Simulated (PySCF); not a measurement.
H4F2Si2, SMILES F[SiH2][SiH2]F (PBE0/def2-SVP optimised geometry):

```
8

Si     1.178    -0.077     0.000
F      1.719     0.428     1.453
Si    -1.169    -0.077     0.000
F     -1.703     1.464     0.000
H      1.723     0.833    -1.049
H      1.681    -1.464    -0.232
H     -1.723    -0.769     1.200
H     -1.671    -0.747    -1.237
```

Calculation: PBE0/def2-TZVP (PySCF).

### Question
What are the frontier orbital energies and the dipole moment?

### Answer
HOMO-2 -10.01 eV, HOMO-1 -9.90 eV, HOMO -8.49 eV, LUMO -1.05 eV, LUMO+1 -0.68 eV; dipole moment 1.98 D.

On the same geometry PBE/def2-TZVP in PySCF gives HOMO-2 -8.52 eV, HOMO-1 -8.44 eV, HOMO -7.22 eV, LUMO -1.92 eV, LUMO+1 -1.54 eV; dipole moment 1.81 D.

Meta-Löwdin charges at PBE0/def2-TZVP: Si1 0.69, F2 -0.51, Si3 0.69, F4 -0.51, H5 -0.09, H6 -0.09, H7 -0.09, H8 -0.09.
